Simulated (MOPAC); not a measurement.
Input for MOPAC: PM7 on CuN, 2S+1 = 3, a spin state set in the input, which need not be the lowest, a point of a bond scan (R = 1.769 Å).

```
PM7 1SCF PRECISE CHARGE=0 UHF MS=1 THREADS=1
CuN

Cu     0.00000000 1     0.00000000 1     0.00000000 1
N      0.00000000 1     0.00000000 1     1.76947100 1
```

Program output:

```
*******************************************************************************
 **                                                                           **
 **                              MOPAC v23.2.5                                **
 **                                                                           **
 *******************************************************************************
 ** MOPAC's Digital Object Identifier: https://doi.org/10.5281/zenodo.6511958 **
 **                                                                           **
 ** Please cite the open-source release paper for use of this MOPAC version:  **
 ** J. E. Moussa and J. J. P. Stewart (2026)                                  **
 ** MOPAC: An open-source semiempirical molecular orbital program             **
 ** J. Open Source Softw., 11(119), 8025, https://doi.org/10.21105/joss.08025 **
 *******************************************************************************

                              PM7 CALCULATION RESULTS

 *******************************************************************************
 *  PM7        - The PM7 Hamiltonian to be used
 *  UHF        - UNRESTRICTED HARTREE-FOCK CALCULATION
 *
 *
 *
 *                 CHARGE ON SYSTEM = 0
 *
 *
 *
 *  MS=        - IN MECI, MAGNETIC COMPONENT OF SPIN =  1.0
 *  PRECISE    - TIGHTER CRITERIA TO BE USED
 *  1SCF       - DO 1 SCF AND THEN STOP
 *  THREADS=1  - MULTI-THREADING NOT USED
 *  T=         - A TIME OF 172800.0 SECONDS REQUESTED
 *  DUMP=N     - RESTART FILE WRITTEN EVERY 7200.0 SECONDS REQUESTED
 *******************************************************************************
PM7 1SCF PRECISE CHARGE=0 UHF MS=1 THREADS=1
 CuN

   ATOM   CHEMICAL          X               Y               Z
  NUMBER   SYMBOL      (ANGSTROMS)     (ANGSTROMS)     (ANGSTROMS)

     1      Cu          0.00000000  *   0.00000000  *   0.00000000  *
     2       N          0.00000000  *   0.00000000  *   1.76947100  *



          CARTESIAN COORDINATES

    NO.       ATOM           X           Y           Z

     1        Cu          0.0000      0.0000      0.0000
     2         N          0.0000      0.0000      1.7695

 General Reference for PM7:
 "Optimization of Parameters for Semiempirical Methods VI: More Modifications to the
 NDDO Approximations and Re-optimization of Parameters", J. J. P. Stewart, J. Mol. Mod., 1:32, 19 (2013)
 https://link.springer.com/article/10.1007/s00894-012-1667-x

           Empirical Formula: N Cu  =     2 atoms



      MOLECULAR POINT GROUP   :   C*v


          UHF CALCULATION, NO. OF ALPHA ELECTRONS =    9
                           NO. OF BETA  ELECTRONS =    7

 -------------------------------------------------------------------------------
 PM7 1SCF PRECISE CHARGE=0 UHF MS=1 THREADS=1
 CuN



     1SCF WAS SPECIFIED, SO BFGS WAS NOT USED
     SCF FIELD WAS ACHIEVED


                              PM7 CALCULATION
                                                       MOPAC v23.2.5 Linux




          FINAL HEAT OF FORMATION =        123.95642 KCAL/MOL =     518.63367 KJ/MOL


          COSMO AREA              =         57.01 SQUARE ANGSTROMS
          COSMO VOLUME            =         38.01 CUBIC ANGSTROMS

          IONIZATION POTENTIAL    =          9.197880 EV
          ALPHA SOMO LUMO (EV)    =         -9.346  3.310
          BETA  SOMO LUMO (EV)    =         -9.198  1.839
          NO. OF ALPHA ELECTRONS  =          9
          NO. OF BETA  ELECTRONS  =          7
          MOLECULAR WEIGHT        =         77.5527         POINT GROUP:  C*v

          MOLECULAR DIMENSIONS (Angstroms)

            Atom       Atom       Distance
            N     2   Cu     1     1.76947
            N     2   Cu     1     0.00000
           Cu     1    N     2     0.00000


          SCF CALCULATIONS        =          1





   ATOM   CHEMICAL          X               Y               Z
  NUMBER   SYMBOL      (ANGSTROMS)     (ANGSTROMS)     (ANGSTROMS)

     1      Cu          0.00000000  *   0.00000000  *   0.00000000  *
     2       N          0.00000000  *   0.00000000  *   1.76947100  *

                             CARTESIAN COORDINATES

   1   Cu        0.000000000     0.000000000     0.000000000
   2    N        0.000000000     0.000000000     1.769471000


           Empirical Formula: N Cu  =     2 atoms



      MOLECULAR POINT GROUP   :   C*v


          ALPHA EIGENVALUES
 -29.61672 -11.52844 -11.41269 -11.41269  -9.37832  -9.37832  -9.36482  -9.36482
  -9.34584   3.30994  28.02695  28.02695  29.34851


           BETA EIGENVALUES
 -23.92710  -9.55249  -9.43661  -9.43661  -9.41713  -9.41713  -9.19788   1.83901
   1.83901   3.37362  28.03374  28.03374  29.45677


              NET ATOMIC CHARGES AND DIPOLE CONTRIBUTIONS

  ATOM NO.   TYPE          CHARGE      No. of ELECS.   s-Pop       p-Pop       d-Pop
    1         Cu           0.579181       10.4208     0.36565     0.05613     9.99904
    2          N          -0.579181        5.5792     1.93779     3.64139
 DIPOLE           X         Y         Z       TOTAL
 POINT-CHG.     0.000     0.000    -4.923     4.923
 HYBRID         0.000    -0.000    -0.965     0.965
 SUM            0.000    -0.000    -5.888     5.888


          ATOMIC ORBITAL ELECTRON POPULATIONS

     Atom    s        px        py        pz      x^2-y^2     xz        z^2       yz        xy
    1 Cu   0.36565   0.00176   0.00176   0.05262   2.00000   1.99975   1.99954   1.99975   2.00000
    2  N   1.93779   0.99849   0.99849   1.64441


                    (SZ)    =    1.000000
                    (S**2)  =    2.015602


          ATOMIC ORBITAL SPIN POPULATIONS

    Atom   Total    s     px     py     pz   x^2-y^2  xz     z^2    yz     xy
         Atomic
    1 Cu -0.0908 -0.095  0.002  0.002 -0.000 -0.000  0.000  0.000  0.000 -0.000
    2  N  2.0908  0.010  0.998  0.998  0.085

 **********************
 *                    *
 * JOB ENDED NORMALLY *
 *                    *
 **********************




 == MOPAC DONE ==
```

The run finished.

Cost: about 0.05 core-seconds (a rough figure).
